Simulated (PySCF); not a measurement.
Correlation energy of Kr²⁺ (krypton, charge +2)

[Ar] 3d10 4s2 4p4, high-spin 3P determinant. Computed with PySCF 2.14 in aug-cc-pVQZ-DK, with scalar relativity by spin-free X2C-1e. Frozen: [Ar] 3d10; 6 electrons correlated.

```csv
level,correlation energy (mhartree)
CCSD,-137.85
(T),-3.66
CCSD(T),-141.51
```

Diagnostics: T1 = 0.0065, D1 = 0.0202, largest double amplitude 0.035.

Cost of the coupled-cluster step: roughly 12 core-seconds, for 6 correlated electrons.
